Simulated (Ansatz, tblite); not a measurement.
Removing an electron: (KI)2 ring (K₂I₂). The state is a singlet with charge 0. Geometry: PBE0-D4/def2-SVP. Ansatz, gas phase; energy differences of separate SCF runs; the oxidised species was run as a doublet alone.

```xyz
4

K    -1.117    0.052   -1.805
I     1.115    2.146   -0.628
K     1.114   -0.050    1.807
I    -1.111   -2.149    0.626
```

In the def2 sets I takes a core potential; there is no spin–orbit coupling. The xTB rows come from tblite. HOMO above LUMO, or a gap near zero within one spin, warns that the state may not be the lowest or that an electron is smeared out.

| level | −HOMO (eV) | vertical IE (eV) | −LUMO (eV) | HOMO–LUMO gap (eV) | remarks |
| --- | --- | --- | --- | --- | --- |
| GFN1-xTB | 9.98 | 12.25 | 6.21 | 3.76 | – |
| GFN2-xTB | 9.71 | 12.31 | 7.15 | 2.56 | – |
| PBE-D4/def2-TZVP | 5.08 | 7.46 | 1.47 | 3.62 | gap within one spin near zero (+1 doublet) |
| r2SCAN-D4/def2-TZVP | 5.34 | 7.64 | 0.82 | 4.52 | gap within one spin near zero (+1 doublet) |
| PBE0-D4/def2-TZVP | 6.15 | 7.82 | 0.96 | 5.19 | – |

Relaxing the oxidised species (PBE0-D4/def2-SVP) changes its energy by -1.00 eV at PBE0-D4/def2-TZVP, so the adiabatic ionisation energy to this nearest minimum is 6.81 eV. On the way I2–I4 forms. At PBE-D4/def2-TZVP it is 6.67 eV.    Raw xTB energy differences between charge states are shifted by several eV; the methods need an empirical correction for them.
